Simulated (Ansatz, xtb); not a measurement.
Species: SbI$_{3}$ (charge -1, doublet). 
Coordinates optimised at B3LYP-D3(BJ)/def2-TZVP (Ansatz, a first-principles code):
```xyz
4

Sb     0.0693    -0.4465     0.0121
I     -2.8003    -1.4039     0.0087
I     -0.3602     2.3224    -0.0627
I      3.0939    -0.4888     0.0424
```
Charge -1, spin multiplicity 2.

Harmonic wavenumbers from GFN2-xTB (xtb, at its own minimum), cm⁻¹: 33, 39, 48, 112, 132, 183.

Give the harmonic wavenumbers at B3LYP-D3(BJ)/def2-TZVP (Ansatz, finite differences of forces, unscaled).

12, 21, 42, 101, 129, 172 cm⁻¹. Zero-point energy 0.7 kcal/mol.
